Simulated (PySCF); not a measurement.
Isomers of C5H12FPSi, from PBE0-D3(BJ)/def2-SVP geometry optimisation, gas phase in PySCF. One conformer each, no zero-point energy, no frequencies.

**Question.** Which is lowest in electronic energy at this level?
A. `[CH3:1][P:2]1[CH2:3][CH2:4][SiH:5]([F:6])[CH2:7][CH2:8]1` with C1–P2–C3–C4 -170°, P2–C3–C4–Si5 64°, C3–C4–Si5–F6 -169°, C4–Si5–C7–C8 49°: A = 2980, B = 867.6, C = 736.7 MHz, dipole 2.33 D
B. `[CH3:1][CH:2]([CH3:3])/[C:4]([F:5])=[P:6]\[CH2:7][SiH3:8]` with C1–C2–C4–F5 64°, C4–P6–C7–Si8 -84°: A = 1875, B = 883.7, C = 735.0 MHz, dipole 2.41 D
C. `[F:1][CH:2]1[CH2:3][CH2:4][P:5]([SiH3:6])[CH2:7][CH2:8]1` with F1–C2–C3–C4 -176°, C2–C3–C4–P5 -55°, C3–C4–P5–Si6 -63°, C4–P5–C7–C8 -41°: A = 2168, B = 895.8, C = 889.9 MHz, dipole 0.77 D

**Answer.** A. That is `CP1CC[SiH](F)CC1`, 44.0 kcal/mol below the next.

| SMILES | mapped SMILES | E (Eh) | relative (kcal/mol) | relative (kJ/mol) | dipole (D) |
| --- | --- | --- | --- | --- | --- |
| CP1CC[SiH](F)CC1 | [CH3:1][P:2]1[CH2:3][CH2:4][SiH:5]([F:6])[CH2:7][CH2:8]1 | -927.54194 | 0.0 | 0.0 | 2.33 |
| FC1CCP([SiH3])CC1 | [F:1][CH:2]1[CH2:3][CH2:4][P:5]([SiH3:6])[CH2:7][CH2:8]1 | -927.47183 | 44.0 | 184.1 | 0.77 |
| CC(C)/C(F)=P\C[SiH3] | [CH3:1][CH:2]([CH3:3])/[C:4]([F:5])=[P:6]\[CH2:7][SiH3:8] | -927.42432 | 73.8 | 308.8 | 2.41 |

As drawn, the lowest has an Si–F bond, which the highest lacks.
